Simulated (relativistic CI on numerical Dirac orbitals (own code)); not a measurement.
Method of calculation: Dirac-Coulomb-Breit CI, KLI orbitals optimised for each configuration, a model potential for QED, unscaled Slater integrals (own radial code, finite nucleus).

The strongest absorption lines from the ground level of an ion, among the configurations computed and to levels below about 1510 eV (vacuum wavelength in Å, gf): 8.4255 (0.12), 8.4741 (0.054), 10.969 (0.0041), 11.390 (0.014), 11.756 (0.36), 11.928 (0.2), 94.163 (0.51), 165.81 (0.037).

(1) Which ion is it?
A. Te XLI
B. Pd XXXVII
C. In XXXVIII
D. Pd XXXV

## Answers

(1) D. Pd XXXV has 12 electrons and the ground level 3s2 1S_0; the strongest line goes to 3s 3p 1P°_1. The pattern of lines fixes the number of electrons, and along that sequence the line energies rise steadily with the charge (about as its square where n changes within one kind of shell, about linearly where n is kept but much faster in heavy ions where fine structure, which grows about as Z⁴, sets the gap, and irregularly where shells cross), which fixes Z. Configurations outside the model, such as inner-shell arrays, can give stronger lines. At this charge energies of transitions that change n are usually good to better than 1 %, and those within a shell (Δn = 0) to a few per cent.

LS names give the leading component of a level, which can be under half, so a name can repeat, a term be missing and a line seem to break the LS rules.
